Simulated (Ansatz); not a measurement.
## Loss of H2: C2H5Cl2Ga → C2H3Cl2Ga + H2

Species: C2H5Cl2Ga `C[CH2][Ga]([Cl])[Cl]`, singlet; C2H3Cl2Ga `C=[CH][Ga]([Cl])[Cl]`, singlet; H2 (hydrogen), singlet. 

Shapes, held fixed at every level: PBE0-D4/def2-TZVP. Programs: Ansatz 0.2.0. The zero-point and thermal change to 298 K, harmonic and unscaled (PBE0-D4/def2-TZVP), is -26.7 kJ/mol.

```
              level                    kind  ΔH(298 K) (kJ/mol)  less CCSD(T)/def2-TZVPP
        HF/def2-SVP            Hartree–Fock              +131.8                     +6.1
B3LYP-D4/def2-TZVPP           global hybrid              +124.0                     -1.7
BHLYP-D4/def2-TZVPP           global hybrid              +135.4                     +9.7
 wB97X-V/def2-TZVPP  range-separated hybrid              +140.5                    +14.8
       MP2/def2-SVP     perturbation theory              +138.8                    +13.1
     MP2/def2-TZVPP     perturbation theory              +131.7                     +6.0
      CCSD/def2-SVP   coupled cluster or CI              +135.7                    +10.0
 CCSD(T)/def2-TZVPP   coupled cluster or CI              +125.7                      0.0
```

The highest level, CCSD(T)/def2-TZVPP, gives ΔH(298 K) = +125.7 kJ/mol; the levels span +124.0 to +140.5. The column of differences is taken from that level and isn't an error. No measured value is set beside it here. Relativity is left out for Ga. Outer-core shells of Ga are correlated in most correlated rows, in sets that cover them unevenly.
